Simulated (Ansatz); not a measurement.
Total energies of `C[N](C)[Zn][NH2]`.

Cartesian coordinates in Å:
```
C 1.705 0.323 -0.137
N 0.271 0.356 -0.050
C -0.251 1.691 -0.139
Zn -0.756 -1.114 0.150
N -1.677 -2.659 0.349
H 2.180 0.904 0.670
H 2.070 0.745 -1.088
H 2.088 -0.699 -0.069
H 0.131 2.337 0.669
H -1.342 1.699 -0.072
H 0.022 2.178 -1.090
H -2.170 -2.806 1.218
H -2.272 -2.955 -0.410
```

Total charge 0; spin multiplicity 1. For Zn the d shell is correlated and the shells below it are frozen. Scalar relativity is left out up to krypton. The geometry is a stationary point of PBE0-D4/def2-TZVP. It is one conformer, not always the lowest. Basis def2-TZVPP, Ansatz 0.2.0.

RPA on PBE orbitals: Hartree–Fock energy of these orbitals -1967.07387 Eh, correlation -1.92798 Eh (frozen core).

```
             functional  energy without D4 (Eh)  D4 term (kJ/mol)
            LDA (SPW92)             -1965.45148                 –
                    PBE             -1969.48823             -22.4
                   BLYP             -1970.00348             -49.7
                 B97M-V             -1969.62489                 –
                   PBE0             -1969.52410             -18.9
                r2SCANh             -1969.84952              -6.1
                r2SCAN0             -1969.81305              -6.7
HSE06 (plane-wave form)             -1969.51168             -17.6
                LC-ωPBE             -1969.66126                 –
                ωB97M-V             -1969.81006                 –
```

Problem. Give the same for revPBE, r2SCAN, B3LYP, BHLYP, CAM-B3LYP, ωB97X-V, B2PLYP, PBE-QIDH. (Estimate.)

Solution. Ansatz gave: 
| functional | energy without D4 (Eh) | D4 term (kJ/mol) |
| --- | --- | --- |
| revPBE | -1969.82155 | -73.9 |
| r2SCAN | -1969.87527 | -5.8 |
| B3LYP | -1970.06116 | -35.8 |
| BHLYP | -1969.83706 | -26.2 |
| CAM-B3LYP | -1970.02054 | -19.0 |
| ωB97X-V | -1969.77503 | – |
| B2PLYP | -1969.55849 | – |
| PBE-QIDH | -1969.25374 | – |

B3LYP takes the VWN-RPA correlation (the form of Gaussian; ORCA's B3LYP/G). HSE06 is the plane-wave form, built on full-range PBE exchange. The double hybrids freeze the cores in their second-order part.

LC-ωPBE has ω = 0.4 bohr⁻¹.
